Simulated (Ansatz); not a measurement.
```yaml
crystal:
  periodic: [false, false, false]
  atoms:
    - {symbol: C, position_ang: [-0.278474, 1.716283, -0.011634]}
    - {symbol: C, position_ang: [-0.515978, 0.216805, 0.226777]}
    - {symbol: Si, position_ang: [0.859689, -0.952483, -0.045819]}
    - {symbol: S, position_ang: [0.177270, -2.943962, 0.459235]}
    - {symbol: H, position_ang: [0.695735, 2.068126, 0.511233]}
    - {symbol: H, position_ang: [0.096063, 1.781171, -0.946957]}
    - {symbol: H, position_ang: [-0.899891, 2.289647, 0.104242]}
    - {symbol: H, position_ang: [-0.855119, 0.131520, 1.265039]}
    - {symbol: H, position_ang: [-1.530668, 0.066092, -0.246640]}
    - {symbol: H, position_ang: [1.222730, -0.881729, -1.570830]}
    - {symbol: H, position_ang: [2.033121, -0.682240, 0.677068]}
    - {symbol: H, position_ang: [-0.775811, -2.956651, -0.529085]}
basis:
  gaussian: {orbitals: def2-TZVP}
total_charge: 1
magnetization: {spin_polarized: true, initial_magnetization: 1}
hamiltonian: {xc: {name: wB97X}}
output: {forces: true}
```

```sh
$ ansatz run in.yaml --threads 4 --pin off --events-out ev --progress --plain --max-ram 10444MiB
```

Output, abridged:

```
Functional definition: wB97X
1235 factors; their error is unknown
342 factors; integrals over basis functions are off by at most 1.2e-5 eV
mean field evaluation 1: about -20898.3756 eV, gradient 4.3e1 eV
mean field evaluation 2: about -20892.5283 eV, gradient 5.0e1 eV
mean field evaluation 4: about -20907.1967 eV, gradient 3.1e0 eV
mean field evaluation 8: about -20907.3171 eV, gradient 2.5e-1 eV
mean field evaluation 16: about -20907.3376 eV, gradient 6.8e-3 eV
mean field -20907.33756161 eV, -768.3304838869 hartree, gradient 8.2e-5 eV, S^2 0.757159; 0 other end points of the search recorded, 0 dependent functions left out
reference -20907.33752531 eV, -768.3304825527 hartree; 25, 24 occupied and 159, 160 virtual orbitals, 1235 factors
Total energy: -20907.33752531 eV, -768.3304825527 hartree
Atom 0 at    -0.278474     1.716283    -0.011634 Å, force    15.160786   -10.725240     0.283152 eV/Å
Atom 1 at    -0.515978     0.216805     0.226777 Å, force    -3.611658     1.088251     1.278594 eV/Å
Atom 2 at     0.859689    -0.952483    -0.045819 Å, force    -0.085984     1.543887    -2.908308 eV/Å
Atom 3 at     0.177270    -2.943962     0.459235 Å, force    -0.558449    -0.595911    -0.437397 eV/Å
Atom 4 at     0.695735     2.068126     0.511233 Å, force    -1.783492    -0.454070    -0.077346 eV/Å
Atom 5 at     0.096063     1.781171    -0.946957 Å, force     0.654318     0.530216    -3.645629 eV/Å
Atom 6 at    -0.899891     2.289647     0.104242 Å, force   -12.515796    10.392230     2.693417 eV/Å
Atom 7 at    -0.855119     0.131520     1.265039 Å, force     0.389362    -0.247513     0.343636 eV/Å
Atom 8 at    -1.530668     0.066092    -0.246640 Å, force     1.273501    -0.748576    -0.216902 eV/Å
Atom 9 at     1.222730    -0.881729    -1.570830 Å, force    -0.341847    -0.682027     1.171441 eV/Å
Atom 10 at     2.033121    -0.682240     0.677068 Å, force     1.093309    -0.043273     1.085279 eV/Å
Atom 11 at    -0.775811    -2.956651    -0.529085 Å, force     0.325951    -0.057975     0.430063 eV/Å
Dipole moment:    -0.134185    -0.710916    -0.049350 e Å
```

Run time 13 s (4 threads of an Intel Xeon Platinum 8259CL on a shared host); peak host memory 0.75 GiB.
